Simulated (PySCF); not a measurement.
Isomers of C2H5FO3S, one GFN2-xTB conformer each. Single-point energies are computed at PBE0/pcSseg-1 (PySCF, gas phase, no added dispersion term), electronic only.

```tsv
SMILES	GFN2-xTB relative energy (kJ/mol)
CS(=O)(=O)OCF	0.0
O=S(=O)(O)CCF	15.4
```

Conformers: `[CH3:1][S:2](=[O:3])(=[O:4])[O:5][CH2:6][F:7]` with C1–S2–O5–C6 86°, S2–O5–C6–F7 -78°; `[O:1]=[S:2](=[O:3])([OH:4])[CH2:5][CH2:6][F:7]` with O1–S2–O4–H -4°, O1–S2–C5–C6 -177°, S2–C5–C6–F7 -178°.

**Question.** What does PBE0/pcSseg-1 give for the same structures?

**Answer.** 
```tsv
SMILES	PBE0/pcSseg-1 E (Eh)	PBE0/pcSseg-1 (kJ/mol)	GFN2-xTB (kJ/mol)	point group
CS(=O)(=O)OCF	-802.24066	0.0	0.0	C1
O=S(=O)(O)CCF	-802.23898	4.4	15.4	C1
```

Both levels put the same isomer lowest. As drawn, the higher has an O–H bond, which the lower lacks. Neighbours under 10 kJ/mol apart (CS(=O)(=O)OCF and O=S(=O)(O)CCF) can change places with a better method, another conformer or zero-point energy.

**Question.** Which frontier levels, dipoles and rotational constants go with these structures?

**Answer.** 
| SMILES | HOMO (eV, PBE0/pcSseg-1) | LUMO (eV) | dipole (D) | A, B, C (MHz) |
| --- | --- | --- | --- | --- |
| CS(=O)(=O)OCF | -9.31 | 0.92 | 2.75 | 3942, 1760, 1626 |
| O=S(=O)(O)CCF | -9.31 | 0.49 | 2.56 | 4578, 1299, 1295 |
